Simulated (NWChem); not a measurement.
C4H4ClF; SMILES F[C@@H]1CC=C1Cl

```xyz
10

F      1.5192     1.2919     0.2655
C      0.4046     0.9472    -0.4371
C     -0.9067     1.6756    -0.0357
C     -1.4692     0.2984     0.2412
C     -0.3037    -0.3107    -0.0188
Cl     0.2327    -1.9293     0.0056
H      0.6420     0.9986    -1.5138
H     -0.7595     2.3056     0.8551
H     -1.3956     2.2657    -0.8282
H     -2.4651    -0.0613     0.5046
```
Atoms are numbered in this order, from 1.

Program: NWChem. The geometry was optimised at PBE0/def2-SVP. Vertical excitations in the gas phase; the lowest state need not have the same character in each row.

For level B3LYP/def2-SVP, full TDDFT:

```
Property                                  Value
----------------------------------------  -----
lowest excitation, singlet (eV)            6.55
lowest state with f > 0.02, singlet (eV)   6.55
orbital gap (eV)                           6.65
```

### Question
What are these values for level PBE/def2-SVP, full TDDFT?

### Answer
- lowest excitation, singlet (eV) = 5.97
- lowest state with f > 0.02, singlet (eV) = 6.24
- orbital gap (eV) = 4.93
